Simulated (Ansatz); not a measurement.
`C[B]([GaH2])[TeH]` + `PP` → `P[PH][GaH2]` + `CB[TeH]` at 400 K and 1 bar (cleavage of the Ga–B bond).

Computed with Ansatz on PBE0-D4/def2-TZVP structures; ΔE is electronic, products minus reactants. CCSD(T)/CBS adds triple-zeta CCSD(T) − MP2 to the extrapolated MP2 energy (def2 sets, frozen cores). This one scheme is used for every species. Elements past krypton have def2 core potentials. For Ga, Te outer-core shells are correlated without core-valence functions, which leaves a few kJ/mol of doubt a bond. Scalar relativity is left out up to krypton. Each species was taken in one conformer, which may not be the lowest.

```
            species  CCSD(T)/CBS energy (Eh)  H − E (kJ/mol)  S (J/(mol·K))
`C[B]([GaH2])[TeH]`              -2258.11451           195.0          426.6
               `PP`               -684.26248           112.6          293.5
      `P[PH][GaH2]`              -2608.80809           138.5          364.2
          `CB[TeH]`               -333.59211           171.5          335.1
```

H − E and S are ideal-gas, rigid-rotor, harmonic terms from PBE0-D4/def2-TZVP, for one conformer and one mirror image of each species. 1 Eh = 2625.50 kJ/mol, R = 8.31446 J/(mol·K).

Task: By hand: ΔE, ΔH, ΔS and ΔG.

Result: ΔE = (-2608.80809) + (-333.59211) − (-2258.11451) − (-684.26248) = -0.02321 Eh = -60.9 kJ/mol. Δ(H − E) = 138.5 + 171.5 − 195.0 − 112.6 = 2.4, so ΔH = -58.5 kJ/mol. ΔS = 364.2 + 335.1 − 426.6 − 293.5 = -20.8 J/(mol·K). ΔG = -58.5 − 400 × (-20.8)/1000 = -50.2 kJ/mol.

Task: By hand: the equilibrium constant, and the temperature at which ΔG would vanish if ΔH and ΔS stayed fixed.

Result: log₁₀ K = −ΔG/(RT ln 10) = 6.6. ΔG = 0 at ΔH/ΔS = 2812 K, far beyond where these terms or the molecules hold.

ΔH outweighs TΔS. A doubt of 5 kJ/mol in ΔE shifts log₁₀ K by 0.7 here. Other conformers and mirror images would add mixing entropy, several J/(mol·K) or more a flexible species. These are equilibria of isolated gas molecules and say nothing of rates. Largest T1 diagnostic: 0.014 (customary marks: 0.02 for closed shells, 0.045 for open ones).
